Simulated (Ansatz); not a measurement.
`[CH3][In]([OH])[Cl]` + CH₃OH → `C[O][In]([CH3])[Cl]` + H₂O  (ligand exchange at the In–O bond)

Gas-phase electronic energies from Ansatz, PBE0-D4/def2-TZVP geometries. CCSD(T)/CBS adds triple-zeta CCSD(T) − MP2 to the extrapolated MP2 energy (def2 sets, frozen cores). This one scheme is used for every species. Functionals use def2-TZVPP. def2 core potentials past Kr. For In outer-core shells are correlated without core-valence functions, which leaves a few kJ/mol of doubt a bond. Each species was taken in one conformer, which may not be the lowest.

`[CH3][In]([OH])[Cl]`:

```xyz
8

C    -0.789    0.901    0.662
In    0.686   -0.442   -0.089
O     0.656   -1.574   -1.711
Cl    2.714   -0.788    0.998
H    -1.747    0.388    0.742
H    -0.476    1.260    1.640
H    -0.891    1.743   -0.023
H    -0.153   -1.488   -2.219
```

CH₃OH:

```xyz
6

C     0.156    0.136   -0.290
O    -0.887   -0.400    0.491
H    -0.258    0.342   -1.278
H     0.991   -0.564   -0.410
H     0.543    1.078    0.120
H    -0.545   -0.591    1.367
```

`C[O][In]([CH3])[Cl]`:

Cartesian coordinates in Å:
```
C 0.210 2.042 1.237
O -0.334 1.246 0.215
In 0.164 -0.630 -0.119
C -0.624 -1.883 -1.638
Cl 1.789 -1.305 1.428
H 0.675 2.935 0.803
H 0.969 1.525 1.837
H -0.586 2.373 1.915
H -1.137 -2.724 -1.172
H 0.196 -2.260 -2.248
H -1.321 -1.319 -2.256
```

H₂O:

Cartesian coordinates in Å:
```
O -0.108 0.167 -0.334
H 0.060 0.598 0.506
H 0.049 -0.765 -0.172
```

```json
{"level": "PBE0-D4", "ΔE (eV)": "-0.04"}
{"level": "ωB97M-V", "ΔE (eV)": "-0.03"}
{"level": "SCS-MP2/def2-QZVPP", "ΔE (eV)": "-0.05"}
{"level": "HF/CBS(def2)", "ΔE (eV)": "0.02"}
```

Task: What does CCSD(T)/CBS give? (Best estimate.)

Result: Computed: -0.07 eV. The listed levels differ from it by 0.03, 0.04, 0.02, 0.09 eV.

Largest T1 diagnostic among the species: 0.014.

In def2-TZVPP, CCSD(T) changes the Hartree–Fock value by −0.08 eV (the triples alone add −0.01 eV) and MP2 by −0.09 eV. The D4 term adds −0.06 eV with B3LYP and −0.03 eV with PBE0; it sums over pairs of atoms, weighted by their polarisabilities, and B3LYP, whose exchange is more repulsive, gets the larger term.

B3LYP here is the variant with VWN-RPA as its local correlation; programs differ in this.
